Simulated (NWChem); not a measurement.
SbF$_{3}$; SMILES [F][Sb]([F])[F]

Program: NWChem. Geometry: optimised at PBE0/def2-SVP. def2 effective core potentials on Sb; no spin-orbit coupling. B3LYP is NWChem's, with the RPA form of VWN correlation. Total energies of different functionals are on different scales.

```tsv
level	energy (Ha)	highest occupied level (eV)	orbital gap (eV)	dipole (D)
B3LYP/def2-TZVP	-540.1092	-9.70	7.62	4.05
PBE/def2-TZVP	-539.7510	-8.45	5.92	3.74
BHandHLYP/def2-TZVP	-539.8457	-11.21	10.12	4.27
TPSSh/def2-TZVP	-539.9327	-9.11	6.94	3.83
B3PW91/def2-TZVP	-540.0289	-9.69	7.70	3.98
LC-wPBE (HJS exchange hole, range parameter 0.4 per bohr)/def2-TZVP	-539.8697	-12.47	12.81	4.00
LRC-wPBEh/def2-TZVP	-539.7769	-11.68	11.54	3.98
LC-BLYP (range parameter 0.33 per bohr)/def2-TZVP	-539.3831	-12.14	12.11	4.04
```
